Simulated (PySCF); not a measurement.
HISn, neutral, multiplicity 1. Atoms are numbered in the order given.

```xyz
3

Sn     0.0363    -1.4045     0.0000
H     -1.7433    -1.5175     0.0000
I     -0.0013     1.3536     0.0000
```

Geometry optimised at B3LYP-D3(BJ)/def2-TZVP. The def2 effective core potentials stand for the cores of I, Sn; spin–orbit coupling is left out.

Calculation: PySCF with ωB97X/def2-TZVPD.

The molecule is in vacuum.

```yaml
total_energy: -512.73162 hartree
point_group: Cs
highest_occupied_level: -8.88 eV
lowest_empty_level: -1.42 eV
orbital_gap: 7.46 eV
dipole_moment: 2.73 D
quadrupole, principal values (traceless, Buckingham form, about the centre of nuclear charge): -5.95, 2.39, 3.57 D·Å
mean_static_polarisability: 85.1 bohr³ (12.61 Å³)
polarisability_principal_values: 64.0, 75.2, 116.0 bohr³
```
